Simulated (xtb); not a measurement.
SbCl₅, SMILES [Cl][Sb]([Cl])([Cl])([Cl])[Cl]. All values are semi-empirical tight-binding results from xtb (GFN2-xTB unless named), good for trends rather than for accurate numbers. The structure is a stationary point at GFN2-xTB. The isomer is the one that the SMILES or the coordinates give; other isomers of the formula were not compared.

Optimised geometry:

```xyz
6

Sb     0.0000     0.0000     0.0006
Cl     0.0000     0.0000     2.3532
Cl     2.3911     0.0000     0.0045
Cl    -2.3911     0.0000     0.0045
Cl     0.0000    -2.0323    -1.1819
Cl     0.0000     2.0323    -1.1819
```

For metal compounds this method's bond lengths and energies can be far off.

Computed properties:
```yaml
point_group_as_xtb_finds_it: D3h
orbital_gap: 3.29 eV
zero_point_energy: 3.1 kcal/mol
G − E(el) at 298.15 K (modified RRHO): -20.0 kcal/mol
```

### Question
Give the atomic charges and the Wiberg bond orders between heavy atoms. (The exact figures need the calculation; the answer reports its results.)

### Answer
charges (e) Sb1 0.34, Cl2 -0.05, Cl3 -0.10, Cl4 -0.10, Cl5 -0.05, Cl6 -0.05. Bond orders Sb1–Cl2 0.96, Sb1–Cl3 0.89, Sb1–Cl4 0.89, Sb1–Cl5 0.96, Sb1–Cl6 0.96.
